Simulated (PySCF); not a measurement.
One molecule, one basis, several functionals.

Compound: AsB2H5.
SMILES with atom numbers: `[BH2:1][BH:2][AsH2:3]` (hydrogens: H4, H5 on B1; H6 on B2; H7, H8 on As3)

Torsions of this conformer, `[BH2:1][BH:2][AsH2:3]`: H–As3–B2–B1 35°, H–As3–B2–B1 132°.

PySCF, def2-SVPD basis, density fitting, gas phase, PBE0-D3(BJ)/def2-SVP geometry; singlet excitations by full TDDFT with frozen cores, triplets by Tamm–Dancoff TDDFT and ionisation energies by ΔSCF, from the lowest of the holes tried. One functional is left out:

| functional | exact exchange (%) | HOMO energy (eV) | LUMO energy (eV) | lowest singlet excitation (eV) | lowest triplet excitation (eV) | dipole moment (D) | mean polarisability (au) | vertical ionisation energy (eV) |
| --- | --- | --- | --- | --- | --- | --- | --- | --- |
| LDA | 0 | -6.53 | -3.09 | 3.86 | 3.20 | 0.592 | 72.3 | 9.56 |
| PBE | 0 | -6.39 | -2.85 | 3.96 | 3.16 | 0.522 | 70.8 | 9.38 |
| B3LYP | 20 | -7.20 | -2.11 | 4.32 | 3.43 | 0.381 | 68.1 | 9.52 |
| BHandHLYP | 50 | -8.27 | -0.91 | 4.56 | 3.67 | 0.404 | 64.8 | 9.43 |

Predict the row of PBE0 (25 % exact exchange) by straight lines through the other rows, and check it.

```
                       property   line  computed  computed − line  B3LYP (20 %), for comparison
               HOMO energy (eV)  -7.37     -7.39            -0.02                         -7.20
               LUMO energy (eV)  -1.93     -1.93             0.00                         -2.11
 lowest singlet excitation (eV)   4.27      4.37            +0.10                          4.32
 lowest triplet excitation (eV)   3.44      3.38            -0.06                          3.43
              dipole moment (D)  0.451     0.427           -0.024                         0.381
       mean polarisability (au)   68.0      67.5             -0.5                          68.1
vertical ionisation energy (eV)   9.47      9.47             0.00                          9.52
```

Which of these properties follows the share of exact exchange most closely, and which least?

Most closely the HOMO energy, least the vertical ionisation energy; the correlations over the tabulated rows are HOMO energy -0.998, LUMO energy 0.995, lowest triplet excitation 0.991, mean polarisability -0.976, lowest singlet excitation 0.965, dipole moment -0.766, vertical ionisation energy -0.202. The HOMO energy moves by -0.362 eV for every 10 %. Functionals with the same share still differ in their other parts: at 0 % LDA and PBE differ by 0.14 eV in it.
